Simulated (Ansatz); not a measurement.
Compare A (`CO[SiH2]N[SiH2]O`) with its isomer B (`C[SiH2]N[SiH](O)O`).

Calculated with Ansatz (gas phase, PBE0-D4/def2-TZVP geometries, no zero-point term in ΔE). CCSD(T)/CBS is the MP2 limit (def2-TZVPP, def2-QZVPP) plus CCSD(T) − MP2 in def2-TZVPP, frozen cores. DFT in def2-TZVPP. B3LYP here is the variant with VWN-RPA as its local correlation; programs differ in this. One conformer a species, not always the lowest.

Q: Which isomer does CCSD(T)/CBS put lower? Give the gap. (Estimate.)

A: The calculation gave: B, by 113.8 kJ/mol.

Q: Give E(B) − E(A) in kJ/mol with PBE-D4, r2SCAN-D4, B3LYP-D4, HF/def2-TZVPP, CCSD/def2-TZVPP, PBE0-D4, B2PLYP. (Best estimate.)

A: Ansatz gave: PBE-D4 -108.8, r2SCAN-D4 -113.1, B3LYP-D4 -103.6, HF/def2-TZVPP -104.8, CCSD/def2-TZVPP -111.0, PBE0-D4 -112.1, B2PLYP -110.2. None reverses the order clearly.

Largest T1 diagnostic: 0.011.

In def2-TZVPP, CCSD(T) changes the Hartree–Fock value by −5.7 kJ/mol (the triples alone add +0.6 kJ/mol) and MP2 by −11.0 kJ/mol. The D4 term adds +4.7 kJ/mol with B3LYP and +2.6 kJ/mol with PBE0; it sums over pairs of atoms, weighted by their polarisabilities, and B3LYP, whose exchange is more repulsive, gets the larger term.
